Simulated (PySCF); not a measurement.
Ge(Br)(OMe) (CH3BrGeO), SMILES [Br][Ge][O]C (connectivity only; charge and spin as stated), neutral, multiplicity 1.

Geometry optimised at PBE0-D3(BJ)/def2-SVP. The structure was generated by enumeration; whether it is a known compound was not checked. Other conformers were not sampled.

Method: TDA-PBE/def2-SVPD in PySCF.

Vertical excitations. Isolated molecule, no solvent. State labels are in the subgroup Cs.

### Question
Give excitation energies, oscillator strengths and character. (Estimate from the structure and the level; the computed values follow.)

### Answer

```json
[
 {"state": "S1", "symmetry": "A\"", "energy (eV)": "3.92", "λ (nm)": "317", "f": "0.005", "main pairs": "HOMO→LUMO 70 %, HOMO−2→LUMO 28 %"},
 {"state": "S2", "symmetry": "A\"", "energy (eV)": "4.40", "λ (nm)": "282", "f": "0.003", "main pairs": "HOMO−3→LUMO 62 %, HOMO−2→LUMO 31 %"},
 {"state": "S3", "symmetry": "A'", "energy (eV)": "4.55", "λ (nm)": "272", "f": "0.041", "main pairs": "HOMO−1→LUMO 87 %"},
 {"state": "S4", "symmetry": "A\"", "energy (eV)": "4.60", "λ (nm)": "269", "f": "0.024", "main pairs": "HOMO−2→LUMO 40 %, HOMO−3→LUMO 36 %, HOMO→LUMO 21 %"},
 {"state": "S5", "symmetry": "A'", "energy (eV)": "5.34", "λ (nm)": "232", "f": "0.055", "main pairs": "HOMO−4→LUMO 83 %"},
 {"state": "S6", "symmetry": "A'", "energy (eV)": "6.05", "λ (nm)": "205", "f": "0.055", "main pairs": "HOMO→LUMO+1 50 %, HOMO−2→LUMO+1 44 %"},
 {"state": "S7", "symmetry": "A\"", "energy (eV)": "6.05", "λ (nm)": "205", "f": "0.009", "main pairs": "HOMO−1→LUMO+1 99 %"},
 {"state": "S8", "symmetry": "A'", "energy (eV)": "6.51", "λ (nm)": "190", "f": "0.020", "main pairs": "HOMO−3→LUMO+1 60 %, HOMO→LUMO+2 24 %"},
 {"state": "S9", "symmetry": "A\"", "energy (eV)": "6.64", "λ (nm)": "187", "f": "0.001", "main pairs": "HOMO−4→LUMO+1 92 %"},
 {"state": "S10", "symmetry": "A'", "energy (eV)": "6.65", "λ (nm)": "186", "f": "0.144", "main pairs": "HOMO→LUMO+2 38 %, HOMO−3→LUMO+1 33 %, HOMO→LUMO+1 9 %, HOMO−2→LUMO+1 6 %"},
 {"state": "T1", "symmetry": "A\"", "energy (eV)": "3.20", "λ (nm)": "388", "f": "0", "main pairs": "HOMO→LUMO 91 %"},
 {"state": "T2", "symmetry": "A'", "energy (eV)": "3.75", "λ (nm)": "331", "f": "0", "main pairs": "HOMO−1→LUMO 98 %"},
 {"state": "T3", "symmetry": "A\"", "energy (eV)": "3.97", "λ (nm)": "313", "f": "0", "main pairs": "HOMO−2→LUMO 91 %"},
 {"state": "T4", "symmetry": "A'", "energy (eV)": "4.19", "λ (nm)": "296", "f": "0", "main pairs": "HOMO−4→LUMO 98 %"}
]
```
Triplets are in the Tamm–Dancoff approximation.
